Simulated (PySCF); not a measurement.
Which determinant of KO lies lowest?

Unrestricted PBE0; K x2c-TZVPall, O x2c-TZVPall; spin-free X2C with a Gaussian nucleus (PySCF 2.14). Outer shells of the fragments: K 4s1; O 2s2 2p4.

Followed along the bond (rough minima from three points):

```csv
2Ms+1,unpaired,⟨S²⟩ at the start,R at minimum (Å),Te (eV)
2,π ↑,0.76,2.34,0.00
2,σ ↑,0.76,2.19,0.00
4,"σ ↑, π ↑↑",3.75,none in the scan,≤ 2.66
```

Solutions found at the starting distance of 2.545 Å, counted from the lowest of them; the search is not exhaustive and high or unbound solutions are not listed, so other states can lie among these:

```csv
2Ms+1,unpaired,term,E (eV),⟨S²⟩,⟨Lz²⟩,μ (D)
2,π ↑,²Π,0.00,0.76,1.01,-9.66
2,σ ↑,²Σ⁺,0.21,0.76,0.00,-10.16
4,"σ ↑, π ↑↑",⁴Σ⁻,2.67,3.75,0.00,1.71
2,"σ ↓, π ↑↑",mixed,2.71,1.75,0.00,2.07
4,"σ ↑↑, π ↑",⁴Π,2.79,3.75,1.01,1.93
2,"σ ↑, π ↑↓",mixed,3.44,1.75,2.01,1.88
4,π ↑↑↑,⁴Π,4.15,3.75,1.00,0.51
4,"σ ↑, π ↑↑",mixed,4.28,3.75,2.01,0.62
4,"σ ↑, π ↑↑",mixed,4.33,3.75,2.00,1.06
2,σ ↑,mixed,5.68,0.75,2.00,1.83
```

A term symbol is given only where ⟨S²⟩ and ⟨Lz²⟩ are close to those of a pure state; real π, δ and φ orbitals otherwise mix terms. A positive dipole means K(−)O(+).

Question: Compare the gap between the two lowest followed solutions at the starting distance with the gap between their minima.

Answer: At PBE0 the second solution (doublet, unpaired electrons σ ↑) lies +0.21 eV from the first (doublet, unpaired electrons π ↑) at 2.545 Å and +0.00 eV at the minima; the two curves relax by different amounts, since their minima lie near 2.19 and 2.34 Å. A gap this small is a tie at this level.

Counting both spins, an empty level lies below a filled one in some of these solutions, because spin and occupation are held.
